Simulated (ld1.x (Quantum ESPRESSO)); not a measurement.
## What one change does to a pseudopotential (Si (Z = 14), TM)

- Element: Si
- Generator: ld1.x (Quantum ESPRESSO) 7.5
- Type: norm-conserving Troullier–Martins (Kleinman–Bylander form)
- Functional: LDA (PZ)
- Relativity: scalar-relativistic
- Frozen core: [Ne]
- Valence charge: 4
- Reference configuration: 3s2 3p0 (charge +2)
- Partial waves: 3p (bound, empty): rc 1.90 bohr; 3d channel at 0.3 Ry: rc 1.95 bohr; 3s (bound): rc 1.40 bohr
- Local potential: the s channel
- Core correction: Bessel-smoothed model core inside 0.85 bohr

Change: all radii but the core radius scaled by about 0.83 (s 1.16, p 1.58, d 1.62 bohr).

Cutoffs: the cutoffs (Ry, on a coarse ladder) from which the occupation-weighted sum of valence levels, in a spherical-Bessel basis at the reference potential, stays within 10 and 1 mRy of its value at 400 Ry; they do not see the model core or the augmentation charge, which bear on the density cutoff. Errors are all-electron minus pseudo energies relative to the spin-unpolarised reference configuration.

What does the change do?

The potential gets harder (35 Ry and 80 Ry → 60 Ry and 230 Ry); of the 9 tests that both files solve, the error grows in 7 and shrinks in 0 by more than 15 % and 0.3 meV (median size 21.9 → 20.7 meV); neither file shows a bound ghost. A smaller radius makes the pseudo-wave follow the all-electron one further in, where it bends more sharply, so more plane waves are needed. That the errors move this way runs against the usual rule that smaller radii transfer better.

| quantity | base | changed |
| --- | --- | --- |
| cutoff, loose | 35 Ry | 60 Ry |
| cutoff, tight | 80 Ry | 230 Ry |
| bound ghosts | none | none |
| error for 3s2 3p2, meV [ΔE -23.94 eV] | +31 | +42 |
| error for 3s2 3p1, meV [ΔE -16.11 eV] | +12 | +16 |
| error for 3s1 3p0, meV [ΔE 34.14 eV] | +6.9 | +11 |
| error for 3s0 3p4, meV [ΔE -10.16 eV] | +13 | -13 |
| error for 3s2 3p2.3, meV [ΔE -24.90 eV] | +34 | +48 |
| error for 3s2 3p1.5, meV [ΔE -20.98 eV] | +22 | +30 |
| error for 3s1 3p3, meV [ΔE -17.14 eV] | +24 | +21 |
| error for 3s2 3p2 (spin-polarised), meV [ΔE -24.55 eV] | +39 | +50 |
| error for 3s2 3p1 (spin-polarised), meV [ΔE -16.32 eV] | +15 | +19 |
